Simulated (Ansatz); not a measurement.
`CCCBO`, relaxed with RKS PBE-D4/def2-SVP in Ansatz from a rough embedded geometry. The force threshold is 0.03 eV/Å; the program also tests the step.

Total charge 0; spin multiplicity 1.

Start:

```xyz
14

C    -1.897    0.324   -0.277
C    -0.579   -0.355   -0.231
C     0.471    0.645    0.205
B     2.013   -0.003    0.187
O     2.182   -1.412   -0.089
H    -2.238    0.679    0.714
H    -2.694   -0.457   -0.601
H    -1.944    1.112   -1.045
H    -0.357   -0.731   -1.276
H    -0.608   -1.179    0.477
H     0.504    1.519   -0.543
H     0.268    1.069    1.168
H     2.826    0.657    0.551
H     2.051   -1.867    0.761
```

```tsv
step	energy (eV)	largest force (eV/Å)	largest move (Å)
1	-5969.0438	3.768	0.000
2	-5969.4913	2.264	0.195
3	-5969.6671	1.333	0.145
4	-5969.8706	1.218	0.200
5	-5970.1175	0.992	0.199
6	-5970.1277	2.856	0.194
7	-5970.3807	0.432	0.199
8	-5970.4050	0.124	0.148
9	-5970.4098	0.100	0.080
10 (rejected)	-5970.4061	0.273	0.051
11	-5970.4108	0.031	0.025
12	-5970.4113	0.006	0.034
13	-5970.4115	0.061	0.062
14	-5970.4115	0.063	0.016
15	-5970.4117	0.005	0.008
```

End:

```xyz
14

C    -1.943    0.253   -0.287
C    -0.556   -0.381   -0.155
C     0.558    0.618    0.188
B     2.021    0.042    0.347
O     2.324   -1.277    0.195
H    -2.245    0.751    0.658
H    -2.722   -0.498   -0.534
H    -1.955    1.025   -1.084
H    -0.308   -0.904   -1.107
H    -0.597   -1.177    0.625
H     0.603    1.431   -0.575
H     0.315    1.166    1.130
H     2.971    0.760    0.619
H     1.533   -1.809   -0.021
```

It took 20 s on 4 threads of an Arm Neoverse V1 on a shared host, with 0.15 GiB of host memory at the peak.
